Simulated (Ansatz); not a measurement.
C2H7AlGe. The species carries charge 0 and has multiplicity 1. The bonds changed during the relaxation, so this is another structure than the one it started from.

```xyz
11

Ge   -0.792    1.222    0.320
C     0.837    0.252    0.346
C     0.576   -1.252    0.547
Al    0.147   -0.670   -1.247
H    -1.910    1.034    1.369
H    -1.455    0.230   -0.870
H    -0.782    2.643   -0.253
H     1.755    0.728    0.668
H     1.500   -1.828    0.611
H    -0.123   -1.570    1.320
H     0.247   -0.788   -2.811
```

Question: List the harmonic frequencies (cm⁻¹, unscaled) at PBE0-D4/def2-TZVP in Ansatz. (An estimate is asked.)

Answer: The calculation gave: 196, 271, 333, 377, 468, 524, 535, 601, 624, 662, 714, 719, 795, 863, 941, 969, 1047, 1163, 1197, 1444, 1570, 1975, 2103, 2177, 3079, 3142, 3191.

Question: Is this a minimum?

Answer: Yes, all 27 modes are real.

Question: Give the ideal-gas thermochemistry at 298.15 K and 1 bar (rigid rotor, harmonic oscillator; point group C1, symmetry number 1).

Answer: Zero-point energy 189.5 kJ/mol; H(298) − E = 208.2 kJ/mol; entropy 324.8 J/(mol·K), of which translation 169.6, rotation 111.0, vibration 44.2; G(298) − E = 111.4 kJ/mol.
